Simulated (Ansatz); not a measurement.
Harmonic frequencies (cm⁻¹) at PBE0-D4/def2-TZVP from Ansatz: 36, 224, 270, 366, 389, 418, 457, 520, 574, 758, 886, 894, 988, 1097, 1240, 1251, 1351, 1403, 1456, 1484, 1642, 2992, 3010, 3632, 3727, 3838, 3904.

Each molecule was computed in one conformer, which needn't be the lowest.

(1) Which molecule is it?
A. `NB(O)CO`
B. `COB(N)O`
C. `B[CH2][AlH][OH]`
D. `[CH2]1[AlH][O][SiH2][SiH2]1`

Results:

(1) A.
